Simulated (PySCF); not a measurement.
## Relaxation of doublet TcO₃

All numbers come from PySCF, UPBE0, basis Tc def2-TZVP with ECP28, O def2-TZVP (scalar-relativistic core potentials, no spin–orbit coupling, density fitting). A (50,194) grid was used.

A hand-made trigonal pyramidal start, of C3v symmetry, held to at least that symmetry:

Coordinates in bohr (charge 0 multiplicity 2):
```
Tc    0.0000    0.0000   -0.5130
O     2.9532    0.0000    1.0574
O    -1.4766    2.5576    1.0574
O    -1.4766   -2.5576    1.0574
```

Optimiser trace:
```tsv
step	E − E(last) (kJ/mol)	largest gradient (Eh/bohr)
0	170.57	0.20386
1	16.17	0.01960
2	6.00	0.02955
3	0.94	0.00952
4	0.14	0.00206
5	0.01	0.00051
6	0.00	0.00006
```

It ends at C3v with Tc–O 1.670 Å (×3); O–Tc–O 115.6° (×3). A frequency run shows a minimum.

Other spin states or occupations of the open shell can lie lower.

The relaxation took about 5 core-minutes on a shared host.
